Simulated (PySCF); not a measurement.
Stepwise substitution at one centre (Sn OCH3-H). Gas-phase values, no solvent. One relaxed conformer stands for each flexible species; it need not be the lowest. Strings in code marks are SMILES.

The four lowest singlet excitations (Tamm–Dancoff). The numbers are results of M06-2X/def2-TZVP // B3LYP-D3(BJ)/def2-SVP run with PySCF, not measurements. Excitations are Tamm–Dancoff values on a coarser integration grid. The basis has no diffuse functions, so Rydberg states are missing or too high.

```csv
state,energy (eV),wavelength (nm),oscillator strength
S1,5.44,228,0.000
S2,5.48,226,0.022
S3,5.48,226,0.022
S4,5.65,220,0.072
```

### Question
Say which member gives these states.
A. `C[O][SnH]([O]C)[O]C`
B. `C[O][Sn]([O]C)([O]C)[O]C`
C. `C[O][SnH3]`
D. `C[O][SnH2][O]C` (C–O–Sn–O torsion 60°, O–Sn–O–C torsion 60°)

### Answer
B, `C[O][Sn]([O]C)([O]C)[O]C`
